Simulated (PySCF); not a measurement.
B(Cl)(SMe)2 (C2H6BClS2), SMILES S(B(SC)Cl)C. Atoms are numbered in the order given.

```xyz
12

B      0.3304    -0.0111     0.0000
Cl     1.7682     1.0320     0.0000
S     -1.3409     0.6638     0.0000
C     -1.0881     2.4760     0.0000
H     -0.5381     2.7899    -0.8964
H     -2.0880     2.9293     0.0000
H     -0.5381     2.7899     0.8964
S      0.6250    -1.7852     0.0000
C     -1.0639    -2.4932     0.0000
H     -1.6166    -2.1835    -0.8976
H     -0.9484    -3.5849     0.0000
H     -1.6166    -2.1835     0.8976
```

Geometry: B3LYP-D3(BJ)/def2-SVP. Other conformers were not sampled.

These are PBE/def2-TZVP run with PySCF values and carry that method's errors.

Symmetry labels are those of the subgroup Cs that the program uses (full group Cs).

Question: List the valence orbital energies around the gap with their symmetry. (Estimate from the structure and the level; the computed values follow.)

Answer: 
```json
[
 {"orbital": "HOMO−7", "symmetry": "A'", "energy (eV)": "-9.80"},
 {"orbital": "HOMO−6", "symmetry": "A'", "energy (eV)": "-9.51"},
 {"orbital": "HOMO−5", "symmetry": "A\"", "energy (eV)": "-8.53"},
 {"orbital": "HOMO−4", "symmetry": "A'", "energy (eV)": "-8.09"},
 {"orbital": "HOMO−3", "symmetry": "A'", "energy (eV)": "-7.90"},
 {"orbital": "HOMO−2", "symmetry": "A'", "energy (eV)": "-7.12"},
 {"orbital": "HOMO−1", "symmetry": "A\"", "energy (eV)": "-6.69"},
 {"orbital": "HOMO", "symmetry": "A\"", "energy (eV)": "-5.90"},
 {"orbital": "LUMO", "symmetry": "A\"", "energy (eV)": "-1.54"},
 {"orbital": "LUMO+1", "symmetry": "A'", "energy (eV)": "-0.78"},
 {"orbital": "LUMO+2", "symmetry": "A'", "energy (eV)": "-0.25"},
 {"orbital": "LUMO+3", "symmetry": "A'", "energy (eV)": "0.45"}
]
```
